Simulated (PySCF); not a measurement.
Estimate the missing entries of this data sheet.

Compound: C2H7BO3.
SMILES: `COB(O)OC`

Conformer (atom-mapped SMILES and torsion angles): `[CH3:1][O:2][B:3]([OH:4])[O:5][CH3:6]`: C1–O2–B3–O4 -1°, O2–B3–O5–C6 0°, H–O4–B3–O2 -179°.

```tsv
property	level	value
rotational constants A, B, C	PBE0-D3(BJ)/def2-SVP	5.772, 2.715, 1.891 GHz
dipole moment	CAM-B3LYP/def2-SVPD	0.32 D
HOMO energy	CAM-B3LYP/def2-SVPD	-9.73 eV
LUMO energy	CAM-B3LYP/def2-SVPD	0.75 eV
lowest singlet excitation	TDDFT CAM-B3LYP/def2-SVPD	7.53 eV (165 nm, f = 0.001)
strongest line among the 10 lowest singlet transitions	TDDFT CAM-B3LYP/def2-SVPD	S8 at 9.12 eV (136 nm, f = 0.105)
lowest triplet excitation (Tamm–Dancoff)	TDA CAM-B3LYP/def2-SVPD	?
static isotropic polarisability	CAM-B3LYP/def2-SVPD	51.3 au
vertical ionisation energy	ΔSCF CAM-B3LYP/def2-SVPD	10.63 eV
electronic spatial extent ⟨r²⟩ about the centre of nuclear charge	CAM-B3LYP/def2-SVPD	?
13C chemical shifts (computed TMS as zero) by class	GIAO CAM-B3LYP/pcSseg-2	?
1H chemical shifts (computed TMS as zero) by class	GIAO CAM-B3LYP/pcSseg-2	3.63 (6 H), 2.84 (1 H) ppm
isotropic shieldings of nuclei other than C and H, by class	GIAO CAM-B3LYP/pcSseg-2	80 (1 B), 252 (1 O), 274 (2 O) ppm
largest of the computed one-bond spin–spin couplings (means over like bonds)	B3LYP/pcJ-1, spin–dipole term left out for some pairs	?
```

Electronic properties: PySCF, gas phase, density fitting. One conformer (not necessarily the lowest) at the PBE0-D3(BJ)/def2-SVP geometry, without solvent or vibrations. NMR classes are plain means over equivalent atoms (diastereotopic ones count apart unless rotation or inversion swaps them), as if these changed places fast; in this geometry the members of some classes differ.

Problem. The largest of the computed one-bond spin–spin couplings (means over like bonds)?

Solution. 13C–1H +148.0 (×6), 17O–1H -84.9, 17O–11B -20.0 (×2), 17O–11B -18.3, 17O–13C +16.8 (×2) Hz.

Problem. What is the electronic spatial extent ⟨r²⟩ about the centre of nuclear charge?

Solution. 652 bohr².

Problem. Give the 13C chemical shifts (computed TMS as zero) by class.

Solution. 53.5 (2 C) ppm.

Problem. What is the lowest triplet excitation (Tamm–Dancoff)?

Solution. 7.40 eV.

In wavenumbers S1 is 60700 cm⁻¹ (1 eV = 8065.54 cm⁻¹). With B = h/(8π²I), that is 505.379 GHz u Å² over I, the principal moments of inertia are 87.6, 186.2 and 267.3 u Å² (most abundant isotopes). The dipole matches unit charges of opposite sign 0.07 Å apart (1 e·Å = 4.8032 D). The principal polarisabilities are 42.2, 52.4 and 59.3 au; their mean is the isotropic value. No computed singlet falls in the visible range (750 to 380 nm, 1.65 to 3.26 eV); S1 lies 4.27 eV above its blue end. The polarisability is 7.60 Å³ as a volume (1 au = 0.148185 Å³), or 1.07 au for each of the 48 electrons.

For the NMR shielding job (CAM-B3LYP/pcSseg-2), on one thread, Arm Neoverse N1 (aarch64), no GPU, shared host with 64 logical CPUs at a one-minute load of 56, this took 99 s and 1.5 GiB of memory at its peak.
